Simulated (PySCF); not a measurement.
H3P2, SMILES P[PH], multiplicity 2. Atoms are numbered in the order given.

```xyz
5

P      0.9630    -0.4332     0.4120
P     -0.8857     0.3148    -0.4544
H      1.6728     0.7345     0.0087
H     -1.0552     1.5052     0.3022
H     -1.7762    -0.4647     0.3261
```
Charge 0, spin multiplicity 2.

Geometry optimised at r2SCAN-D4/def2-TZVP. The isomer is the one that the SMILES or the coordinates give; other isomers of the formula were not compared.

Level of theory: PBE/pcH-1 in PySCF.

Unrestricted Kohn–Sham, ⟨S²⟩ = 0.753. Hyperfine tensors hold the contact and dipolar terms, without spin-orbit corrections.

Computed hyperfine couplings:
```json
[
 {"nucleus": "31P no. 1", "A(iso) (MHz)": "24.9", "A(iso) (G)": "8.9", "dipolar principal values (MHz)": "-293.2, -276.6, 569.9"},
 {"nucleus": "31P no. 2", "A(iso) (MHz)": "289.2", "A(iso) (G)": "103.2", "dipolar principal values (MHz)": "-39.3, -27.9, 67.2"},
 {"nucleus": "1H no. 3", "A(iso) (MHz)": "-34.4", "A(iso) (G)": "-12.3", "dipolar principal values (MHz)": "-15.4, 2.0, 13.4"},
 {"nucleus": "1H no. 4", "A(iso) (MHz)": "95.0", "A(iso) (G)": "33.9", "dipolar principal values (MHz)": "-2.5, -0.9, 3.4"},
 {"nucleus": "1H no. 5", "A(iso) (MHz)": "18.8", "A(iso) (G)": "6.7", "dipolar principal values (MHz)": "-2.0, -1.3, 3.3"}
]
```

Q: And the g tensor (effective nuclear charges for spin-orbit coupling, GIAO)? (The exact figures need the calculation; the answer reports its results.)

A: principal values 2.0020, 2.0092, 2.0211; isotropic 2.0108.
